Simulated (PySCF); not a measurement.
Does the answer move with the share of exact exchange?

Species: C₃H₅NOSi.
Atom-mapped SMILES: `[O:1]=[CH:2][C:3]1=[N:4][SiH2:5][CH2:6]1` (hydrogens: H7 on C2; H8, H9 on Si5; H10, H11 on C6)

Torsions of this conformer, `[O:1]=[CH:2][C:3]1=[N:4][SiH2:5][CH2:6]1`: O1–C2–C3–N4 -179°.

PySCF, def2-SVPD basis, density fitting, gas phase, PBE0-D3(BJ)/def2-SVP geometry; singlet excitations by full TDDFT with frozen cores, triplets by Tamm–Dancoff TDDFT and ionisation energies by ΔSCF, from the lowest of the holes tried. One functional is left out:

```tsv
functional	exact exchange (%)	HOMO energy (eV)	LUMO energy (eV)	lowest singlet excitation (eV)	lowest triplet excitation (eV)	dipole moment (D)	mean polarisability (au)	vertical ionisation energy (eV)
LDA	0	-6.18	-3.86	2.55	2.12	2.388	73.6	9.26
PBE	0	-6.05	-3.62	2.64	2.14	2.263	72.7	9.09
PBE0	25	-7.55	-2.55	3.07	2.49	2.310	69.3	9.56
BHandHLYP	50	-8.99	-1.32	3.45	2.88	2.438	67.1	10.81
```

Predict the row of B3LYP (20 % exact exchange) by straight lines through the other rows, and check it.

```
                       property   line  computed  computed − line  PBE0 (25 %), for comparison
               HOMO energy (eV)  -7.26     -7.32            -0.06                        -7.55
               LUMO energy (eV)  -2.78     -2.77            +0.01                        -2.55
 lowest singlet excitation (eV)   2.95      3.04            +0.09                         3.07
 lowest triplet excitation (eV)   2.43      2.51            +0.08                         2.49
              dipole moment (D)  2.352     2.361           +0.009                        2.310
       mean polarisability (au)   70.5      70.0             -0.5                         69.3
vertical ionisation energy (eV)   9.72      9.55            -0.17                         9.56
```
